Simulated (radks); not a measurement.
Results of a calculation; reference values are marked as such.
Task: All-electron atom: the xenon ion Xe4+ in [Kr] 4d10 5s2 5p2 (the NIST ground configuration). Code: a radial shooting solver on a logarithmic mesh with Libxc functionals. Model: Dirac Kohn-Sham, BLYP, spin-unpolarised, spherical densities, finite nucleus; open shells fill j = l - 1/2 first; Fermi nuclear charge, rms radius 4.7859 fm. Some entries of the table are withheld. Estimate them.

orbital  occ.  eigenvalue (eV)  <r> (bohr)
1s1/2       2        -34396.65     0.02666
2s1/2       2              (1)      0.1142
2p1/2       2        -5068.468     0.09619
2p3/2       4        -4743.671      0.1020
3s1/2       2        -1139.648      0.3061
3p1/2       2        -1005.480      0.2962
3p3/2       4        -943.7969      0.3079
3d3/2       4        -707.4974      0.2787
3d5/2       6        -694.4573      0.2824
4s1/2       2        -243.3539      0.7160
4p1/2       2        -195.8095         (2)
4p3/2       4        -183.4400         (3)
4d3/2       4        -106.4100         (4)
4d5/2       6        -104.3977         (5)
5s1/2       2         -61.3780         (6)
5p1/2       2              (7)       1.904
5p3/2       0              (8)       1.967

Result: 
(1) 2s1/2 eigenvalue (eV): -5391.073
(2) 4p1/2 <r> (bohr): 0.7447
(3) 4p3/2 <r> (bohr): 0.7724
(4) 4d3/2 <r> (bohr): 0.8645
(5) 4d5/2 <r> (bohr): 0.8749
(6) 5s1/2 <r> (bohr): 1.712
(7) 5p1/2 eigenvalue (eV): -48.7984
(8) 5p3/2 eigenvalue (eV): -46.9281
